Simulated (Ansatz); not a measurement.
H₇NO₄Si₂, SMILES `O[SiH2]N[Si](O)(O)O` at its PBE0-D4/def2-TZVP geometry, where that method's forces vanish. Total charge 0; spin multiplicity 1.

| atom | x (Å) | y (Å) | z (Å) |
| --- | --- | --- | --- |
| O1 | 2.476 | 0.812 | -0.054 |
| Si2 | 1.058 | 1.636 | -0.166 |
| N3 | -0.249 | 0.652 | -0.733 |
| Si4 | -0.826 | -0.735 | 0.062 |
| O5 | 0.353 | -0.992 | 1.181 |
| O6 | -2.245 | -0.600 | 0.859 |
| O7 | -1.071 | -1.979 | -0.976 |
| H8 | 2.433 | 0.063 | 0.547 |
| H9 | 0.707 | 2.203 | 1.160 |
| H10 | 1.272 | 2.707 | -1.168 |
| H11 | -0.633 | 0.880 | -1.637 |
| H12 | 0.067 | -1.372 | 2.013 |
| H13 | -2.982 | -1.094 | 0.500 |
| H14 | -0.361 | -2.181 | -1.587 |

Q: For each bond, give half the difference of the two atoms' forces along it (eV/Å; positive pushes the atoms apart) under PBE-D4, r2SCAN-D4, B3LYP-D4, ωB97M-V in def2-TZVPP. (Estimate.)

A: Computed: 
```
   bond  length (Å)  PBE-D4  r2SCAN-D4  B3LYP-D4  ωB97M-V
 O1–Si2       1.643    0.31       0.05      0.15     0.14
  O1–H8       0.961    0.35       0.00     -0.03    -0.06
 Si2–N3       1.732    0.01      -0.01      0.10     0.05
 Si2–H9       1.484   -0.01      -0.02     -0.11    -0.15
Si2–H10       1.482    0.02      -0.03     -0.17    -0.16
 N3–Si4       1.700   -0.01       0.00      0.00    -0.03
 N3–H11       1.008    0.15       0.02     -0.04    -0.03
 Si4–O5       1.645    0.21       0.04      0.09     0.08
 Si4–O6       1.633    0.22       0.04      0.07     0.08
 Si4–O7       1.638    0.18       0.03      0.06     0.07
 O5–H12       0.958    0.32       0.02     -0.04    -0.05
 O6–H13       0.958    0.31       0.00     -0.02    -0.06
 O7–H14       0.958    0.31       0.01     -0.03    -0.06
```

B3LYP here is the variant with VWN-RPA as its local correlation; programs differ in this.
